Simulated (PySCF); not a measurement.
# Highest orbital energy against ionisation energy along the 5p block

Calculated with PySCF 2.14, no spin-orbit coupling. Each cell gives −ε(HOMO) / ΔSCF in eV; NIST values include spin-orbit coupling, (s) semi-empirical, (t) theoretical.

| species | UHF | LDA | PBE | PBE0 | r2SCAN | NIST (lowest levels) |
| --- | --- | --- | --- | --- | --- | --- |
| In (aug-cc-pVQZ-PP with one added diffuse shell each of s, p, d, f, g type with ECP28MDF, ECP) | 5.485 / 5.218 | 2.855 / 5.716 | 2.824 / 5.590 | 3.593 / 5.621 | 3.054 / 5.718 | 5.786 |
| Sn (aug-cc-pVQZ-PP with one added diffuse shell each of s, p, d, f, g type with ECP28MDF, ECP) | 7.266 / 6.849 | 4.168 / 7.414 | 4.116 / 7.262 | 5.030 / 7.307 | 4.403 / 7.407 | 7.344 |
| Sb (aug-cc-pVQZ-PP with one added diffuse shell each of s, p, d, f, g type with ECP28MDF, ECP) | 9.097 / 8.576 | 5.521 / 9.121 | 5.465 / 8.964 | 6.521 / 9.040 | 5.828 / 9.167 | 8.608 |
| Te (aug-cc-pVQZ-PP with one added diffuse shell each of s, p, d, f, g type with ECP28MDF, ECP) | 8.495 / 7.733 | 5.399 / 9.001 | 5.271 / 8.732 | 6.287 / 8.730 | 5.505 / 8.748 | 9.010 |
| I (aug-cc-pVQZ-PP with one added diffuse shell each of s, p, d, f, g type with ECP28MDF, ECP) | 10.409 / 9.537 | 6.864 / 10.789 | 6.719 / 10.501 | 7.866 / 10.524 | 6.994 / 10.530 | 10.451 |
| Xe (aug-cc-pVQZ-PP with one added diffuse shell each of s, p, d, f, g type with ECP28MDF, ECP) | 12.415 / 11.449 | 8.373 / 12.610 | 8.229 / 12.324 | 9.515 / 12.386 | 8.582 / 12.420 | 12.130 |

Task: How far is −ε(HOMO) from ΔSCF on average for each method, and why?

Result: UHF 0.63 eV; LDA -3.58 eV; PBE -3.46 eV; PBE0 -2.47 eV; r2SCAN -3.27 eV. Hartree-Fock orbital energies lack relaxation and so exceed the ΔSCF value; semilocal functionals have convex E(N) from self-interaction, so their HOMO lies far too high; exact exchange moves hybrids part of the way back.
